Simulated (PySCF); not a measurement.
C2H7Si, doublet, at a GFN2-xTB geometry; DF-BLYP/cc-pVDZ (PySCF).

PySCF was given this input:
```python
from pyscf import gto, scf, dft

mol = gto.M(
    atom='''
C    -1.56185121    0.49454230    0.03245206
Si   -0.00034788   -0.58210181    0.13677635
C     1.56896069    0.45505303   -0.12764603
H    -1.64262882    0.96231092   -0.94808898
H    -2.45903288   -0.09646820    0.18941523
H    -1.55484237    1.28825268    0.77435229
H    -0.06227941   -1.71333633   -0.79530449
H     1.56105374    0.92190253   -1.11191340
H     2.46231945   -0.15854174   -0.06224444
H     1.65762369    1.24773351    0.61007872
''',
    basis='cc-pvdz',
    spin=1,
    verbose=4,
)

mf = dft.UKS(mol)
mf.xc = 'blyp'
mf = mf.density_fit(auxbasis='def2-universal-jkfit')
mf.kernel()
```

Output, abridged:

```
PySCF version 2.14.0

[INPUT] verbose = 4
[INPUT] num. atoms = 10
[INPUT] num. electrons = 33
[INPUT] charge = 0
[INPUT] spin (= nelec alpha-beta = 2S) = 1
[INPUT] symmetry False subgroup None
[INPUT] Mole.unit = angstrom
[INPUT] Symbol           X                Y                Z      unit          X                Y                Z       unit  Magmom
[INPUT]  1 C     -1.561851210000   0.494542300000   0.032452060000 AA   -2.951471034221   0.934549504012   0.061325505578 Bohr   0.0
[INPUT]  2 Si    -0.000347880000  -0.582101810000   0.136776350000 AA   -0.000657397924  -1.100012997514   0.258469841818 Bohr   0.0
[INPUT]  3 C      1.568960690000   0.455053030000  -0.127646030000 AA    2.964906004309   0.859925598853  -0.241216037588 Bohr   0.0
[INPUT]  4 H     -1.642628820000   0.962310920000  -0.948088980000 AA   -3.104118594117   1.818504085478  -1.791628513918 Bohr   0.0
[INPUT]  5 H     -2.459032880000  -0.096468200000   0.189415230000 AA   -4.646898674500  -0.182298477730   0.357942908521 Bohr   0.0
[INPUT]  6 H     -1.554842370000   1.288252680000   0.774352290000 AA   -2.938226246170   2.434444744437   1.463313752030 Bohr   0.0
[INPUT]  7 H     -0.062279410000  -1.713336330000  -0.795304490000 AA   -0.117691028099  -3.237736422967  -1.502907671737 Bohr   0.0
[INPUT]  8 H      1.561053740000   0.921902530000  -1.111913400000 AA    2.949964034328   1.742143295244  -2.101211800234 Bohr   0.0
[INPUT]  9 H      2.462319450000  -0.158541740000  -0.062244440000 AA    4.653109391690  -0.299600467912  -0.117624944377 Bohr   0.0
[INPUT] 10 H      1.657623690000   1.247733510000   0.610078720000 AA    3.132454791691   2.357874610342   1.152881695225 Bohr   0.0

nuclear repulsion = 104.785995856588
number of shells = 36
number of NR pGTOs = 142
number of NR cGTOs = 81
basis = cc-pvdz
ecp = {}

******** <class 'pyscf.df.df_jk.DFUKS'> ********
method = DFUKS
initial guess = minao
damping factor = 0
level_shift factor = 0
DIIS = <class 'pyscf.scf.diis.CDIIS'>
diis_start_cycle = 1
diis_space = 8
diis_damp = 0
SCF conv_tol = 1e-09
SCF conv_tol_grad = None
SCF max_cycles = 50
direct_scf = False
number electrons alpha = 17  beta = 16
XC library pyscf.dft.libxc version 7.1.2
    S. Lehtola, C. Steigemann, M. J. T. Oliveira, and M. A. L. Marques,  SoftwareX 7, 1–5 (2018)
XC functionals = blyp
    A. D. Becke,  Phys. Rev. A 38, 3098 (1988)
    C. Lee, W. Yang, and R. G. Parr,  Phys. Rev. B 37, 785 (1988)
    B. Miehlich, A. Savin, H. Stoll, and H. Preuss,  Chem. Phys. Lett. 157, 200 (1989)
radial grids:
    Treutler-Ahlrichs [JCP 102, 346 (1995); DOI:10.1063/1.469408] (M4) radial grids

becke partition: Becke, JCP 88, 2547 (1988); DOI:10.1063/1.454033
pruning grids: <function nwchem_prune>
grids dens level: 3
symmetrized grids: False
atomic radii adjust function: <function treutler_atomic_radii_adjust>
small_rho_cutoff = 0
Set gradient conv threshold to 3.16228e-05
tot grids = 116072
init E= -369.693375140939

cycle= 1 E= -369.703997447035  delta_E= -0.0106  |g|= 0.422  |ddm|= 1.89
cycle= 2 E= -369.541745439804  delta_E= 0.162  |g|= 0.664  |ddm|= 1.01
cycle= 3 E= -369.801629534803  delta_E= -0.26  |g|= 0.0366  |ddm|= 0.68
cycle= 4 E= -369.802703675715  delta_E= -0.00107  |g|= 0.0108  |ddm|= 0.078
cycle= 5 E= -369.802799458282  delta_E= -9.58e-05  |g|= 0.00168  |ddm|= 0.0176
cycle= 6 E= -369.802801491864  delta_E= -2.03e-06  |g|= 0.000332  |ddm|= 0.0025
cycle= 7 E= -369.802801562579  delta_E= -7.07e-08  |g|= 0.000147  |ddm|= 0.000623
cycle= 8 E= -369.802801579123  delta_E= -1.65e-08  |g|= 2e-05  |ddm|= 0.000219
cycle= 9 E= -369.802801579497  delta_E= -3.74e-10  |g|= 5.53e-06  |ddm|= 4.05e-05
Extra cycle  E= -369.802801579507  delta_E= -1.02e-11  |g|= 4.61e-06  |ddm|= 1.41e-05
converged SCF energy = -369.802801579507  <S^2> = 0.75130779  2S+1 = 2.0013074
```
